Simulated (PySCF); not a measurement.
Be(SH)(GeH3) (BeGeH4S), SMILES [SH][Be][GeH3].

Geometry optimised at PBE-D3(BJ)/def2-TZVP. The values are those of a single conformer.

Calculation: C-PCM-M06-2X/def2-SVP in PySCF.

The values are the electrostatic part of the solvation free energy, E(continuum) − E(gas) at the gas-phase geometry, in a cavity of scaled van der Waals radii (PySCF's table); cavitation and dispersion terms are not included. A continuum can't describe solvent molecules that bind to the metal. In vacuum the orbital gap is 8.27 eV. The dipole moment in vacuum is 1.05 D.

Computed values in water (ε = 78.36), methanol (ε = 32.61), 1-octanol (ε = 9.86):
| solvent | ε | ΔG(elec) (kcal/mol) | dipole (D) | gap (eV) |
|---|---|---|---|---|
| water | 78.36 | -5.8 | 1.47 | 8.62 |
| methanol | 32.61 | -5.7 | 1.46 | 8.61 |
| 1-octanol | 9.86 | -5.2 | 1.42 | 8.59 |
